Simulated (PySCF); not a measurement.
Ionisation energy of Eu²⁷⁺ by level of theory

Eu²⁷⁺ [Kr] → Eu²⁸⁺ [Ar] 3d10 4s2 4p5 [4p1/2^2 4p3/2^3, M_J = 3/2], as a difference of total energies. Calculation: PySCF 2.14, in an uncontracted even-tempered set (17 s from 2.3 bohr⁻², ratio 2.8; 14 p from 2.9 bohr⁻², ratio 2.8; 9 d from 5.2 bohr⁻², ratio 2.8; 4 f from 16 bohr⁻², ratio 3); the two-component X2C-1e Hamiltonian. Correlated levels: [Ne] frozen; the 90 highest virtual spinors dropped. "Screened" scales the spin-orbit matrix elements by Boettger's factors to mimic the two-electron term; Breit and QED terms are absent.

```
                    method  ionisation energy (eV)
 GHF (screened spin-orbit)                  1034.0
GMP2 (screened spin-orbit)                  1035.3
```

Breit and QED terms and the two-electron picture change are absent.

For comparison: 1037 ± 4 eV (theoretical estimate listed by NIST; NIST Atomic Spectra Database, ionization energies).
